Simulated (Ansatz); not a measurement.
Born–Oppenheimer molecular dynamics of ClGaH$_{2}$O$_{2}$ (6 atoms, charge 0, multiplicity 1). It goes on from the last frame of an earlier run, with new velocities.

Computed with RKS PBE0/def2-SVPD (Ansatz 0.2.0).

```json
{
 "ensemble": "NVE (Milne-controlled integrator)",
 "time step": "0.5 fs",
 "steps asked": "150",
 "starting velocities drawn for": "1000 K",
 "masses": "H 3.016 u",
 "seed": "588913"
}
```

First frame:

```xyz
6
Properties=species:S:1:pos:R:3
Ga -0.026 -0.344 -0.138
Cl 0.046 -0.134 2.050
O 1.456 -0.286 -1.243
H 2.221 -0.816 -0.983
O -1.561 -0.241 -0.960
H -2.266 -0.501 -0.455
```

How far do the bonds stretch over the last three quarters of this one trajectory? (Pairs bonded in most of those frames.)


```
   bond  mean (Å)  spread (Å)  shortest  longest
Ga1–Cl2     2.207       0.142      1.98     2.37
 Ga1–O3     1.776       0.055      1.70     1.86
 Ga1–O5     1.790       0.036      1.73     1.84
  O3–H4     0.966       0.020      0.93     1.00
  O5–H6     0.973       0.052      0.89     1.05
```

Mean temperature of the second half: 774 K. The conserved energy stayed within 0.098 meV per atom of its start (net change 0.06 meV per atom), so the integration is sound. A run of 0.075 ps of so small a system gives no equilibrium averages.

Time of the run: 9.1 min on 2 threads of Arm Neoverse V2, on a shared host, peak memory 0.32 GiB.
